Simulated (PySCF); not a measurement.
C₆ coefficients of unlike pairs at wB97X-V

Calculated with PySCF 2.14 from the dipole response of each species, C₆(A,B) = (3/π) ∫ α_A(iu) α_B(iu) du, in atomic units, from isotropic polarisabilities. For ions this is the dispersion term alone; charge-induced terms of lower order in 1/R come first.

| species | configuration | basis | relativity | α (bohr³) | C₆ (like pair) |
| --- | --- | --- | --- | --- | --- |
| Cr | [Ar] 3d5 4s1 (7S) | def2-QZVPPD (11s6p5d3f2g) | none | 88.52 | 740.2 |
| Hf(3+) | [Xe] 4f14 5d1 (2D) | aug-cc-pwCVTZ-PP with ECP60MDF (8s8p7d4f3g) | core potential | 6.234 | 24.99 |
| Zn(3+) | [Ar] 3d9 (2D) | aug-cc-pwCVTZ-PP with ECP10MDF (8s8p7d4f3g) | core potential | 1.440 | 3.207 |
| Re(2+) | [Xe] 4f14 5d5 (6S) | aug-cc-pVTZ-PP with ECP60MDF (6s6p5d3f2g) | core potential | 11.97 | 73.58 |

Problem. Estimate C₆ for Re(2+) with Cr.

Solution. The integral gives 180.3. The combination rule 2 C_A C_B / (C_A α_B/α_A + C_B α_A/α_B) gives 169.1 and the geometric mean 233.4.

No spin-orbit coupling is included.

The other pairs:

| pair | C₆ |
| --- | --- |
| Zn(3+), Cr | 26.81 |
| Hf(3+), Cr | 98.22 |
| Re(2+), Hf(3+) | 42.62 |
| Re(2+), Zn(3+) | 13.85 |
| Zn(3+), Hf(3+) | 8.406 |
